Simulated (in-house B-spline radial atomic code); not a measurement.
Yb2+ is squeezed into an impenetrable sphere of radius R (the orbitals vanish at R). Level of theory: Dirac-Kohn-Sham LDA VWN5, spherical fractional occupations, Fermi nucleus of rms radius 5.3108 fm; calculated with a B-spline radial code for spherical atoms.

Energies in eV above the free ion in [Xe] 4f14:

```
R (bohr)  highest level (eV)  [Xe] 4f14  [Kr] 4d10 4f14 5s2 5p5 5f1  [Kr] 4d9 4f14 5s2 5p6 5f1
     8.6               -17.4  4.974e-05                       42.41                        195
    6.22               -17.3   0.005891                       44.87                      197.4
    4.92               -17.2    0.09422                       49.22                      201.6
    4.47                 -17     0.2652                       52.08                      204.4
    3.69               -15.8      1.781                       61.27                      213.2
    3.22               -13.7      5.957                       73.27                      224.7
    2.63                -6.5      28.76                       112.6                        263
    2.32                1.91      67.82                       165.5                      315.8
    1.97                19.8      185.6                       306.1                      459.4
    1.35                 162       1346                        1532                       1751
```

Does [Kr] 4d10 4f14 5s2 5p5 5f1 fall below [Xe] 4f14 under compression?

No, it stays above over the whole range.

Does [Kr] 4d9 4f14 5s2 5p6 5f1 fall below [Xe] 4f14 under compression?

No, it stays above over the whole range.

The highest level is first positive in the row R = 2.32 bohr, pushed up by confinement above the zero of the free ion's potential. Each configuration is held fixed and needn't be the lowest in the sphere.
